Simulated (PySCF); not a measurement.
## How methods differ on the ionisation energy of F(2+)

F(2+) [He] 2s2 2p3 (4S) → F(3+) [He] 2s2 2p2 (3P), as a difference of total energies. All numbers are calculated (PySCF 2.14, the non-relativistic Hamiltonian (point nucleus), in 6-31G* (3s2p1d, 14 functions)). Correlated levels: valence: 1s2 frozen. The calculations carry no spin-orbit coupling.

```json
{"method": "UHF", "ionisation energy (eV)": "62.291", "difference from reference (eV)": "-0.417"}
{"method": "MN15", "ionisation energy (eV)": "62.991", "difference from reference (eV)": "+0.283"}
{"method": "M06-L", "ionisation energy (eV)": "62.982", "difference from reference (eV)": "+0.274"}
{"method": "MP2 (valence)", "ionisation energy (eV)": "62.466", "difference from reference (eV)": "-0.242"}
{"method": "SCS-MP2 (valence)", "ionisation energy (eV)": "62.331", "difference from reference (eV)": "-0.377"}
{"method": "CCSD (valence)", "ionisation energy (eV)": "62.230", "difference from reference (eV)": "-0.478"}
{"method": "CCSD(T) (valence)", "ionisation energy (eV)": "62.232", "difference from reference (eV)": "-0.476"}
```

Reference: 62.708 eV (semi-empirical (NIST evaluation); NIST Atomic Spectra Database, ionization energies).

Errors of the correlated levels include the incompleteness of this basis and the frozen core.
